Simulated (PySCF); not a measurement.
**Finite-field polarisability of Tl⁻ (thallium, charge -1)**

[Xe] 4f14 5d10 6s2 6p2, high-spin 3P determinant. All numbers are calculated (PySCF 2.14, scalar relativity through the core potential, in def2-QZVPPD with the def2 core potential (60 electrons)). Frozen: 5s2 5p6 5d10. Energy changes in a uniform field (μhartree):

```csv
axis,F (au),HF,MP2,CCSD,CCSD(T)
x,0.00099,-99.191,-95.155,-97.232,-97.447
x,0.00198,-396.747,-380.571,-388.885,-389.741
y,0.00058,-99.705,-86.923,-91.044,-90.523
y,0.00116,-399.249,-347.374,-363.985,-361.830
z,0.00058,-99.705,-86.923,-91.044,-90.523
z,0.00116,-399.249,-347.374,-363.985,-361.830
```

**Question.** Derive α along x at CCSD(T) from the two fields.

**Answer.** With ΔE = −αF²/2 − γF⁴/24, α = −(16 ΔE(F) − ΔE(2F))/(6F²) = 198.9 bohr³.

**Question.** And the mean polarisability at each level?

**Answer.** HF 462.5, MP2 409.4, CCSD 427.1, CCSD(T) 425.2 bohr³.

The polarisability of an anion needs two sets of diffuse s and p functions; this basis lacks them, so these values show the method and not the converged property.

Spin-orbit coupling is strong in this species (close to jj coupling), so the high-spin LS determinant is a model state, not a physical level.
